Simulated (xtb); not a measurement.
CH$_{2}$Cl (SMILES [CH2]Cl), doublet, from a rough starting geometry; xtb with GFN2-xTB.

Here is a job for xtb.
```
$ xtb mol.xyz --gfn 2 --uhf 1 --opt vtight --json

# file mol.xyz
4

C      0.04997614     0.23605234    -0.25345435
Cl     0.01752091     0.26921469     1.55004560
H      0.90727644    -0.19455623    -0.61250269
H     -0.86855675    -0.20075449    -0.60889021
```

It wrote (shortened):

```
   ID    Z sym.   atoms
    1    6 C      1
    2   17 Cl     2
    3    1 H      3, 4

           -------------------------------------------------
          |                Calculation Setup                |
           -------------------------------------------------

           -------------------------------------------------
          |                 G F N 2 - x T B                 |
           -------------------------------------------------

          ...................................................
          :                      SETUP                      :
          :.................................................:
          :  # basis functions                  16          :
          :  # atomic orbitals                  15          :
          :  # shells                            7          :
          :  # electrons                        13          :
          :  max. iterations                   250          :
          :  Hamiltonian                  GFN2-xTB          :
          :  restarted?                      false          :
          :  GBSA solvation                  false          :
          :  PC potential                    false          :
          :  electronic temp.          300.0000000     K    :
          :  accuracy                    1.0000000          :
          :  -> integral cutoff          0.2500000E+02      :
          :  -> integral neglect         0.1000000E-07      :
          :  -> SCF convergence          0.1000000E-05 Eh   :
          :  -> wf. convergence          0.1000000E-03 e    :
          :  Broyden damping             0.4000000          :
          :  net charge                          0          :
          :  unpaired electrons                  1          :
          ...................................................

 iter      E             dE          RMSdq      gap      omega  full diag
   1     -7.6490005 -0.764900E+01  0.471E+00    5.10       0.0  T
   2     -7.6555829 -0.658237E-02  0.251E+00    5.41       1.0  T
   3     -7.6555344  0.484704E-04  0.173E+00    5.17       1.0  T
   4     -7.6581103 -0.257587E-02  0.232E-01    5.30       1.0  T
   5     -7.6581303 -0.199918E-04  0.958E-02    5.32       1.0  T
   6     -7.6581361 -0.587160E-05  0.731E-02    5.33       1.0  T
   7     -7.6581481 -0.119745E-04  0.371E-02    5.34       1.3  T
   8     -7.6581500 -0.190683E-05  0.198E-02    5.35       2.5  T
   9     -7.6581509 -0.929309E-06  0.375E-03    5.35      13.3  T
[...]
 * total energy  :    -7.6164247 Eh     change       -0.7513360E-02 Eh
 * total energy  :    -7.6189008 Eh     change       -0.2476116E-02 Eh
 * total energy  :    -7.6192034 Eh     change       -0.3026093E-03 Eh
 * total energy  :    -7.6194299 Eh     change       -0.2265422E-03 Eh
 * total energy  :    -7.6194983 Eh     change       -0.6836320E-04 Eh
 * total energy  :    -7.6195740 Eh     change       -0.7570859E-04 Eh
 * total energy  :    -7.6195979 Eh     change       -0.2388115E-04 Eh
 * total energy  :    -7.6196056 Eh     change       -0.7730841E-05 Eh
 * total energy  :    -7.6196078 Eh     change       -0.2214384E-05 Eh
 * total energy  :    -7.6196086 Eh     change       -0.7382427E-06 Eh
 * total energy  :    -7.6196088 Eh     change       -0.2373968E-06 Eh
 * total energy  :    -7.6196089 Eh     change       -0.4897204E-07 Eh
   *** GEOMETRY OPTIMIZATION CONVERGED AFTER 13 ITERATIONS ***
         :: total energy              -7.619608872562 Eh    ::
[...]
        12                          0.0185934               0.5060
        13                          0.1449047               3.9431
        14                          0.2395511               6.5185
        15                          0.3164777               8.6118
      -------------------------------------------------------------
                  HL-Gap            0.1995080 Eh            5.4289 eV
             Fermi-level           -0.3031936 Eh           -8.2503 eV

     #   Z          covCN         q      C6AA      α(0)
     1   6 C        2.745    -0.053    29.293     8.862
     2  17 Cl       0.892    -0.078   101.550    15.417
     3   1 H        0.927     0.065     2.136     2.286
     4   1 H        0.927     0.065     2.136     2.286

 Mol. C6AA /au·bohr⁶  :        338.838965
 Mol. C8AA /au·bohr⁸  :      10886.165430
 Mol. α(0) /au        :         28.849985

Wiberg/Mayer (AO) data.
largest (>0.10) Wiberg bond orders for each atom

 ---------------------------------------------------------------------------
     #   Z sym  total        # sym  WBO       # sym  WBO       # sym  WBO
 ---------------------------------------------------------------------------
     1   6 C    3.247 --     2 Cl   1.284     3 H    0.982     4 H    0.982
     2  17 Cl   1.306 --     1 C    1.284
     3   1 H    0.996 --     1 C    0.982
     4   1 H    0.996 --     1 C    0.982
 ---------------------------------------------------------------------------

Topologies differ in total number of bonds
Writing topology from bond orders to xtbtopo.mol

molecular dipole:
                 x           y           z       tot (Debye)
 q only:        0.000      -0.072      -0.365
   full:        0.000      -0.064      -0.319       0.827
molecular quadrupole (traceless):
                xx          xy          yy          xz          yz          zz
 q only:        0.644      -0.003      -0.011      -0.026      -0.154      -0.633
  q+dip:        1.650       0.004      -0.527      -0.022      -0.144      -1.124
   full:        0.902       0.000      -0.299      -0.023      -0.085      -0.603

optimized geometry written to: xtbopt.xyz

           -------------------------------------------------
          | TOTAL ENERGY               -7.619608872562 Eh   |
          | GRADIENT NORM               0.000035438445 Eh/α |
          | HOMO-LUMO GAP               5.428888851825 eV   |
           -------------------------------------------------

normal termination of xtb
```
